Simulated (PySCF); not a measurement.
## Does the structure fit the spectrum?

A compound C5H7FSi gives the data below (simulated from a calculation) and was assigned the structure `CC1=C[SiH2]C=C1F`.

13C{1H} NMR (computed): δ 174.4 (C), 153.6 (CH), 131.8 (CH), 115.1 (C), 13.4 (CH3).

1H NMR (400 MHz, computed): δ 7.06 (m, 1H), 6.14 (m, 1H), 4.59 (m, 2H), 2.10 (s, 3H).

- shielding tensors at PBE0/pcSseg-1 (GIAO)
- geometry from GFN2-xTB
- run in PySCF 2.14
- one conformer, no solvent, non-relativistic, equivalent nuclei averaged

Shifts are taken against calculated references (same method and geometry level): TMS for 1H (σref 31.72), 13C (σref 186.93).

Problem. Compare with the shifts computed for the proposed structure, pairing carbons in order of shift.

Solution. Atoms are numbered as in `[CH3:1][C:2]1=[CH:3][SiH2:4][CH:5]=[C:6]1[F:7]`. Hydrogens are named by the atom that carries them.

| atom | computed for proposal | given list | difference |
| --- | --- | --- | --- |
| C6 | 180.8 | 174.4 | +6.4 |
| C2 | 162.2 | 153.6 | +8.6 |
| C3 | 129.2 | 131.8 | -2.6 |
| C5 | 99.7 | 115.1 | -15.4 |
| C1 | 21.2 | 13.4 | +7.8 |

The rms difference is 9.2 ppm and the largest -15.4 ppm at C5 (alkene CH). The carbon types in order of shift don't match either: C, C, CH, CH, CH3 for the proposal against C, CH, CH, C, CH3 in the data. The proposal doesn't fit.

Problem. Which isomer fits?

Solution. SMILES C1=CC(F)=C(C)[SiH2]1.

- Carbon types of the structure: 2 × C, 2 × CH, 1 × CH3, leaving 2 H on heteroatoms.
- δC 174.4, 115.1: fully substituted alkene carbon.
- δC 153.6, 131.8: alkene CH; an sp2 carbon of a C=C bond.
- δH 7.06, 6.14: hydrogen on an alkene CH; a vinylic proton, deshielded by the sp2 carbon and the C=C anisotropy.
- δH 2.10: hydrogen on an allylic methyl carbon; allylic position.

Other isomers checked: C[Si@H]1C=CC(F)=C1 (rms 12.0 ppm).

The data come from this structure; uniqueness wasn't tested.

Splittings by 19F in the carbon and heteronuclear signals aren't shown, as no couplings were computed. Shifts are as computed. Against solution values, carbons near 30 ppm lie about +3 ppm off and those near 130 ppm about +5 ppm. Of 1211 compounds with measured shifts, 218 miss one by over three times the rms of a fit or turn the order of signals round; such compounds aren't used in these exercises. No couplings were computed; multiplicities are counted from neighbouring protons, with m where these are inequivalent, close in shift, in a saturated or five-membered ring or joined by F or P, and br s for small geminal =CH2 splittings.
